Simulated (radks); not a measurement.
Values are calculated unless marked as measured or tabulated.
All-electron atom: V3+ in [Ar] 3d(up 1.25, down 0.75) (fractional occupations, a model configuration). Code: a radial shooting solver on a logarithmic mesh with Libxc functionals. Model: scalar-relativistic Kohn-Sham, SCAN, spin-polarised, spherical densities, finite nucleus; meta-GGA in the generalised Kohn-Sham scheme; Fermi nuclear charge, rms radius 3.6002 fm.

Unscreened Slater integrals over Kohn-Sham orbitals (eV). They are taken over the spin-up orbitals.

integral    value
F0(3d,3d)  21.252
F2(3d,3d)  10.036
F4(3d,3d)  6.2860
F0(3d,3p)  22.788
F2(3d,3p)  10.946
G1(3d,3p)  13.615
G3(3d,3p)  8.2800
F0(3d,3s)  23.366
G2(3d,3s)  10.403
F0(3p,3p)  24.731
F2(3p,3p)  12.477
F0(3p,3s)  25.404
G1(3p,3s)  16.936
F0(3s,3s)  26.146

Derived for the open shells (J is the average intra-shell exchange parameter used in DFT+U). 3d: Racah B = F2/49 - 5 F4/441 = 0.1336 eV, C = 35 F4/441 = 0.4989 eV, C/B = 3.74, F4/F2 = 0.626, J = (F2 + F4)/14 = 1.166 eV.
